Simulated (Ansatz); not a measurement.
`[F][Sn]([F])([F])[O][SiH3]` and `[F][Sn]([F])([F])[SiH3]` differ in one atom or group.

Ansatz, PBE0-D4/def2-TZVP geometries, multiplicity 1. Each molecule was computed in one conformer, which needn't be the lowest.

Elements past krypton have def2 core potentials.

```tsv
property	`[F][Sn]([F])([F])[O][SiH3]`
HOMO energy (B3LYP/def2-TZVPP) / eV	-9.33
size of the dipole moment (ωB97M-V/def2-TZVPP) / D	2.00
HOMO–LUMO gap (PBE/def2-TZVPP) / eV	3.95
LUMO energy (PBE0/def2-TZVPP) / eV	-3.09
LUMO energy (PBE/def2-TZVPP) / eV	-4.10
HOMO energy (PBE/def2-TZVPP) / eV	-8.05
```

Q: Give the same properties after the change, and the shifts. (An estimate is asked.)

A: Ansatz gave: 
```
                                          property  `[F][Sn]([F])([F])[SiH3]`  shift
               HOMO energy (B3LYP/def2-TZVPP) / eV                      -9.40  -0.07
size of the dipole moment (ωB97M-V/def2-TZVPP) / D                       5.58   3.58
               HOMO–LUMO gap (PBE/def2-TZVPP) / eV                       5.35   1.40
                LUMO energy (PBE0/def2-TZVPP) / eV                      -1.97   1.12
                 LUMO energy (PBE/def2-TZVPP) / eV                      -2.90   1.20
                 HOMO energy (PBE/def2-TZVPP) / eV                      -8.25  -0.20
```

With PBE0 the HOMO falls by 0.08 eV and the LUMO rises by 1.12 eV, so the gap widens by about 1.20 eV. PBE moves the HOMO by -0.20 eV and ωB97M-V by 0.15 eV. Dipoles are sizes alone; their direction can turn.

B3LYP here is the variant with VWN-RPA as its local correlation; programs differ in this.
